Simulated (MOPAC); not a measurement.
MOPAC input (AM1):

```
AM1 FORCE THERMO(298,298) PRECISE LET UHF MS=0.5 GEO-OK AUX(PRECISION=9) THREADS=1
CH5S2Si

C    -2.06401865 1   -0.27454505 1    0.18288166 1
Si   -0.33799887 1   -0.23174426 1   -0.24287038 1
S     0.98970176 1   -1.53559671 1    1.02407628 1
S     0.58699979 1    1.76321001 1   -0.75295400 1
H    -2.70545228 1    0.10770337 1   -0.64886683 1
H    -2.30369917 1    0.33506550 1    1.08802402 1
H    -2.40493050 1   -1.31767468 1    0.40044519 1
H     2.12071524 1   -1.25438060 1    0.38588591 1
H    -0.52450441 1    2.48234404 1   -0.80343831 1
```

Output:

```
 *******************************************************************************
 **                                                                           **
 **                              MOPAC v23.2.5                                **
 **                                                                           **
 *******************************************************************************
 ** MOPAC's Digital Object Identifier: https://doi.org/10.5281/zenodo.6511958 **
 **                                                                           **
 ** Please cite the open-source release paper for use of this MOPAC version:  **
 ** J. E. Moussa and J. J. P. Stewart (2026)                                  **
 ** MOPAC: An open-source semiempirical molecular orbital program             **
 ** J. Open Source Softw., 11(119), 8025, https://doi.org/10.21105/joss.08025 **
 *******************************************************************************

                              AM1 CALCULATION RESULTS

 *******************************************************************************
 *  AM1        - The AM1 Hamiltonian to be used
 *  GEO-OK     - OVERRIDE INTERATOMIC DISTANCE AND OTHER SAFETY CHECKS
 *  UHF        - UNRESTRICTED HARTREE-FOCK CALCULATION
 *  MS=        - IN MECI, MAGNETIC COMPONENT OF SPIN =  0.5
 *  LET        - OVERRIDE SOME SAFETY CHECKS
 *  PRECISE    - TIGHTER CRITERIA TO BE USED
 *  FORCE      - FORCE CALCULATION SPECIFIED
 *  AUX        - OUTPUT AUXILIARY INFORMATION
 *  THERMO     - THERMODYNAMIC QUANTITIES TO BE CALCULATED
 *******************************************************************************
AM1 FORCE THERMO(298,298) PRECISE LET UHF MS=0.5 GEO-OK AUX(PRECISION=9) THREADS=1
 CH5S2Si

   ATOM   CHEMICAL          X               Y               Z
  NUMBER   SYMBOL      (ANGSTROMS)     (ANGSTROMS)     (ANGSTROMS)

     1       C         -2.06401865  *  -0.27454505  *   0.18288166  *
     2      Si         -0.33799887  *  -0.23174426  *  -0.24287038  *
     3       S          0.98970176  *  -1.53559671  *   1.02407628  *
     4       S          0.58699979  *   1.76321001  *  -0.75295400  *
     5       H         -2.70545228  *   0.10770337  *  -0.64886683  *
     6       H         -2.30369917  *   0.33506550  *   1.08802402  *
     7       H         -2.40493050  *  -1.31767468  *   0.40044519  *
     8       H          2.12071524  *  -1.25438060  *   0.38588591  *
     9       H         -0.52450441  *   2.48234404  *  -0.80343831  *

          CARTESIAN COORDINATES

    NO.       ATOM           X           Y           Z

     1         C         -2.0640     -0.2745      0.1829
     2        Si         -0.3380     -0.2317     -0.2429
     3         S          0.9897     -1.5356      1.0241
     4         S          0.5870      1.7632     -0.7530
     5         H         -2.7055      0.1077     -0.6489
     6         H         -2.3037      0.3351      1.0880
     7         H         -2.4049     -1.3177      0.4004
     8         H          2.1207     -1.2544      0.3859
     9         H         -0.5245      2.4823     -0.8034

  H: (AM1): M.J.S. DEWAR ET AL, J. AM. CHEM. SOC. 107 3902-3909 (1985)
  C: (AM1): M.J.S. DEWAR ET AL, J. AM. CHEM. SOC. 107 3902-3909 (1985)
 Si: (AM1): M.J.S.DEWAR, C. JIE, ORGANOMETALLICS, 6, 1486-1490 (1987).
  S: (AM1): M.J.S. DEWAR, Y-C YUAN, INORGANIC CHEMISTRY, 29, 3881:3890,  (1990)
[...]
 FORCE CONSTANT      0.4374

 VIBRATION         17   17A          ATOM PAIR     ENERGY CONTRIBUTION    RADIAL
 FREQUENCY          2026.19         S 3 -- H 8         +99.7% ( 99.9%)    100.0%
 TRANSITION DIPOLE   0.7905         S 4 -- H 9          +0.2% (  3.9%)     99.9%
 TRAVEL (Ang.)       0.1848         Si2 -- S 3          +0.1% (  3.2%)      0.3%
 REDUCED MASS        0.9742
 EFFECTIVE MASS      1.3119
 FORCE CONSTANT      2.3563

 VIBRATION         18   18A          ATOM PAIR     ENERGY CONTRIBUTION    RADIAL
 FREQUENCY          2040.14         S 4 -- H 9         +99.8% ( 99.9%)    100.0%
 TRANSITION DIPOLE   0.8539         S 3 -- H 8          +0.1% (  3.8%)     99.9%
 TRAVEL (Ang.)       0.1842         Si2 -- S 4          +0.1% (  3.2%)      1.2%
 REDUCED MASS        0.9742
 EFFECTIVE MASS      1.3135
 FORCE CONSTANT      2.3890

 VIBRATION         19   19A          ATOM PAIR     ENERGY CONTRIBUTION    RADIAL
 FREQUENCY          3039.51         C 1 -- H 7         +66.8% ( 84.2%)     99.2%
 TRANSITION DIPOLE   0.4485         C 1 -- H 6         +19.6% ( 45.6%)     87.8%
 TRAVEL (Ang.)       0.2065         C 1 -- H 5         +12.8% ( 36.8%)     80.3%
 REDUCED MASS        0.5202         C 1 -- Si2          +0.8% (  9.4%)      0.0%
 EFFECTIVE MASS      1.4665
 FORCE CONSTANT      2.8314

 VIBRATION         20   20A          ATOM PAIR     ENERGY CONTRIBUTION    RADIAL
 FREQUENCY          3044.85         C 1 -- H 5         +52.9% ( 74.9%)     98.0%
 TRANSITION DIPOLE   0.3917         C 1 -- H 6         +45.2% ( 69.2%)     96.9%
 TRAVEL (Ang.)       0.2094         C 1 -- H 7          +1.0% ( 10.4%)      6.3%
 REDUCED MASS        0.5048         C 1 -- Si2          +0.8% (  9.4%)      0.0%
 EFFECTIVE MASS      1.4683
 FORCE CONSTANT      2.7575

 VIBRATION         21   21A          ATOM PAIR     ENERGY CONTRIBUTION    RADIAL
 FREQUENCY          3150.80         C 1 -- H 6         +34.8% ( 56.6%)     97.0%
 TRANSITION DIPOLE   0.4422         C 1 -- H 5         +33.7% ( 55.8%)     96.8%
 TRAVEL (Ang.)       0.2556         C 1 -- H 7         +31.3% ( 53.7%)     96.4%
 REDUCED MASS        0.3276         C 1 -- Si2          +0.2% (  4.0%)     99.9%
 EFFECTIVE MASS      1.1281
 FORCE CONSTANT      1.9159

      SYMMETRY NUMBER FOR POINT-GROUP C1  =  1

          SYSTEM IS A GROUND STATE

 CH5S2Si

          MOLECULE IS NOT LINEAR

          THERE ARE 21 GENUINE VIBRATIONS IN THIS SYSTEM
          THIS THERMODYNAMICS CALCULATION IS LIMITED TO
          MOLECULES WHICH HAVE NO INTERNAL ROTATIONS

                    CALCULATED THERMODYNAMIC PROPERTIES
                                          *
   TEMP. (K)   PARTITION FUNCTION   H.O.F.    ENTHALPY  HEAT CAPACITY ENTROPY
                                   KCAL/MOL   CAL/MOLE    CAL/K/MOL  CAL/K/MOL

 298.00  VIB.     0.2263D+03                  3255.6971    18.4932    21.6993
         ROT.     0.2512D+06                   888.2803     2.9808    27.6900
         INT.     0.5685D+08                  4143.9774    21.4740    49.3893
         TRA.     0.1104D+28                  1480.4672     4.9680    39.9796
         TOT.                       -8.643    5624.4446    26.4420    89.3689

   *: NOTE: HEATS OF FORMATION ARE RELATIVE TO THE
            ELEMENTS IN THEIR STANDARD STATE AT 298K
              (=  Standard Enthalpy of Formation).

            Hvib:  Zero-point energy is not included.
                   frequencies of less than zero cm-1 are not included.
            Hrot = (3/2)RT
            Htra = (3/2)RT + pV = (5/2)RT

            Heat capacity is Cp, not Cv

          For more information, see: HTTP://OpenMOPAC.net/Manual/thermochemistry.html

           FORCE CONSTANT IN CARTESIAN COORDINATES (Millidynes/A)

    ATOM   CHEMICAL       X               Y               Z
   NUMBER   SYMBOL  FORCE CONSTANT  FORCE CONSTANT  FORCE CONSTANT

      1       C        5.312747        7.151725        7.023137
      2      Si        3.672676        2.506832        0.978783
      3       S        2.513024        2.040399        0.077292
      4       S        2.342532        1.522389        0.766482
      5       H        1.251887        4.251969        1.022501
      6       H        1.306209        0.805833        4.411776
      7       H        1.234396        2.834602        2.446715
      8       H        2.165898        0.476572        0.022148
      9       H        1.577166        0.823990        0.254469

 **********************
 *                    *
 * JOB ENDED NORMALLY *
 *                    *
 **********************

 == MOPAC DONE ==
```
